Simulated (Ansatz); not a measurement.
BrH$_{5}$N$_{2}$OSi (`N[Si](N)(O)Br`), relaxed with RKS PBE-D4/def2-SVP in Ansatz from a rough embedded geometry. The force threshold is 0.03 eV/Å; the program also tests the step.

Charge 0, multiplicity 1.

Start:

```xyz
10

N     0.472   -0.649    1.226
Si   -0.265    0.314    0.133
N     0.858    0.253   -1.092
O    -1.645   -0.518   -0.369
Br   -0.701    2.308    0.816
H     1.306   -0.061    1.604
H     0.900   -1.392    0.762
H     0.624    1.072   -1.713
H     0.587   -0.513   -1.717
H    -2.136   -0.814    0.349
```

(1) How much energy does the relaxation release, and in how many steps? (Best estimate.)

(2) Which bonds change most? (An estimate is asked.)

(3) Give the relaxed structure. (Best estimate.)

Answers

(1) The calculation gave: 1.37 eV, in 31 steps, 4 of them rejected.

(2) The calculation gave: Si2–Br5 from 2.152 to 2.282 Å; N1–Si2 from 1.632 to 1.713 Å; N1–H6 from 1.088 to 1.021 Å; Si2–N3 from 1.663 to 1.721 Å.

(3) The calculation gave: 
```xyz
10

N     0.833   -0.809    1.105
Si   -0.217    0.094    0.097
N     0.666    0.505   -1.322
O    -1.593   -0.858    0.000
Br   -0.955    2.123    0.836
H     1.783   -0.474    1.269
H     0.454   -1.313    1.908
H     0.389    1.316   -1.878
H     1.048   -0.246   -1.902
H    -2.408   -0.338   -0.113
```
